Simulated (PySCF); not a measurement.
Shieldings and the share of exact exchange

Molecule: `C[S@@+]([AlH3-])CC#N`, C$_{3}$H$_{8}$AlNS.

Molfile (atoms numbered from 1):
```
C3H8AlNS
     RDKit          3D

 14 13  0  0  0  0  0  0  0  0999 V2000
   -0.7181    1.5011    0.2447 C   0  0  0  0  0  0  0  0  0  0  0  0
   -0.0359    0.2903   -0.9071 S   0  0  0  0  0  0  0  0  0  0  0  0
    2.3155    0.1029   -0.1203 Al  0  0  0  0  0  4  0  0  0  0  0  0
   -0.6491   -1.2573   -0.1647 C   0  0  0  0  0  0  0  0  0  0  0  0
   -2.0974   -1.3458   -0.2159 C   0  0  0  0  0  0  0  0  0  0  0  0
   -3.2537   -1.3740   -0.2417 N   0  0  0  0  0  0  0  0  0  0  0  0
   -0.3835    2.4844   -0.1119 H   0  0  0  0  0  0  0  0  0  0  0  0
   -1.8157    1.4539    0.2196 H   0  0  0  0  0  0  0  0  0  0  0  0
   -0.3321    1.3238    1.2585 H   0  0  0  0  0  0  0  0  0  0  0  0
    2.6955   -1.1890   -0.9869 H   0  0  0  0  0  0  0  0  0  0  0  0
    1.9148   -0.1435    1.4191 H   0  0  0  0  0  0  0  0  0  0  0  0
    2.8327    1.5529   -0.5476 H   0  0  0  0  0  0  0  0  0  0  0  0
   -0.1867   -2.0725   -0.7424 H   0  0  0  0  0  0  0  0  0  0  0  0
   -0.2872   -1.3274    0.8744 H   0  0  0  0  0  0  0  0  0  0  0  0
  2  1  1  1
  2  3  1  0
  2  4  1  0
  4  5  1  0
  5  6  3  0
  1  7  1  0
  1  8  1  0
  1  9  1  0
  3 10  1  0
  3 11  1  0
  3 12  1  0
  4 13  1  0
  4 14  1  0
M  CHG  2   2   1   3  -1
M  END
```

GIAO shieldings (ppm, equivalent atoms averaged) in PySCF on the PBE0-D3(BJ)/def2-SVP geometry, basis pcSseg-1, gas phase, non-relativistic:

```tsv
functional	exact exchange (%)	σ(C4)	σ(C1)	σ(S2)	σ(Al3)
BLYP	0	146.0	150.8	470.9	393.0
BP86	0	150.6	155.5	492.7	395.6
PBE	0	151.0	156.1	496.3	395.4
B3LYP	20	152.1	156.1	500.3	404.8
mPW1PW91	25	157.2	161.1	527.1	411.7
BHandHLYP	50	159.9	162.7	538.6	423.0
HF	100	171.7	172.4	598.1	457.6
```

(1) Fit each shielding as a line in the percentage of exact exchange.

(2) What does the line predict for PBE0 (25 %), and what does the run give?

Answers

(1) σ(C4) = 149.3 + 0.22 x (rms 1.8 ppm); σ(C1) = 154.2 + 0.18 x (rms 1.9 ppm); σ(S2) = 486.8 + 1.11 x (rms 9.4 ppm); σ(Al3) = 394.2 + 0.62 x (rms 1.6 ppm). The functionals also differ in their semilocal parts, which the line can't hold; Hartree–Fock has no correlation at all.

(2) σ(C4): 154.8 predicted, 158.0 computed; σ(C1): 158.7 predicted, 162.1 computed; σ(S2): 514.6 predicted, 531.0 computed; σ(Al3): 409.7 predicted, 411.2 computed ppm.
